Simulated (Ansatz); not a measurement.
Coupled-cluster run, FH₃O₂SeSi, SMILES `O[Si](O)(F)[SeH]`.

```yaml
crystal:
  periodic: [false, false, false]
  atoms:
    - {symbol: O, position_ang: [-0.115947, 1.501124, -0.372179]}
    - {symbol: Si, position_ang: [0.178513, -0.083253, -0.139846]}
    - {symbol: O, position_ang: [1.776073, -0.224397, 0.080812]}
    - {symbol: F, position_ang: [-0.298716, -0.895847, -1.420466]}
    - {symbol: Se, position_ang: [-0.896058, -0.994507, 1.624667]}
    - {symbol: H, position_ang: [-1.025443, 1.802500, -0.362781]}
    - {symbol: H, position_ang: [2.320615, 0.512631, -0.203695]}
    - {symbol: H, position_ang: [-1.847039, -1.675349, 0.737686]}
basis:
  gaussian: {orbitals: def2-TZVPP}
correlation: {method: ccsd_t}
output: {orbitals: {seedname: orbitals}}
```

```sh
$ ansatz run in.yaml --threads 4 --pin off --events-out ev --progress --plain --max-ram 10444MiB
```

Output of Ansatz, abridged:

```
Functional definition: HF
1417 factors; integrals over basis functions are off by at most 1.1e-3 eV
mean field evaluation 1: about -79997.5473 eV, gradient 5.2e1 eV
mean field evaluation 2: about -79997.8260 eV, gradient 5.2e1 eV
mean field evaluation 4: about -80002.4152 eV, gradient 3.0e0 eV
mean field evaluation 8: about -80002.4763 eV, gradient 2.9e-1 eV
mean field -80002.47655331 eV, -2940.0367857079 hartree, gradient 4.0e-6 eV, S^2 0.000000; 0 other end points of the search recorded, 0 dependent functions left out
17 core orbitals not correlated: weight in the atoms' cores, before any rotation towards them, 1.000 or more for the frozen orbitals, at most 0.000 for the correlated occupied ones
reference -80002.47655331 eV, -2940.0367857079 hartree; 21, 21 occupied and 187, 187 virtual orbitals, 1417 factors
second order -30.35542643 eV of doubles, -0.00000000 eV of singles
cycle   1  -29.98634901 eV  change    3.7e-1 eV  update   1.1e-1
cycle   2  -30.62057006 eV  change   -6.3e-1 eV  update   3.0e-2
cycle   3  -30.74564988 eV  change   -1.3e-1 eV  update   1.5e-2
cycle   4  -30.72633609 eV  change    1.9e-2 eV  update   3.2e-3
cycle   5  -30.72488908 eV  change    1.4e-3 eV  update   1.3e-3
cycle   6  -30.72560794 eV  change   -7.2e-4 eV  update   3.8e-4
cycle   7  -30.72527856 eV  change    3.3e-4 eV  update   1.3e-4
cycle   8  -30.72520771 eV  change    7.1e-5 eV  update   3.8e-5
cycle   9  -30.72521978 eV  change   -1.2e-5 eV  update   1.5e-5
perturbative correction -1.05485102 eV, -0.0387650598 hartree
Total energy: -80034.25662410 eV, -2941.2046817682 hartree
```

Hardware: 4 threads of an Arm Neoverse V1 on a shared host. Wall time 3.5 min, peak host memory 3.9 GiB.

MP2 recovers 95.5 % of the CCSD(T) correlation energy and the triples give 3.3 %; T1 = 0.0107.
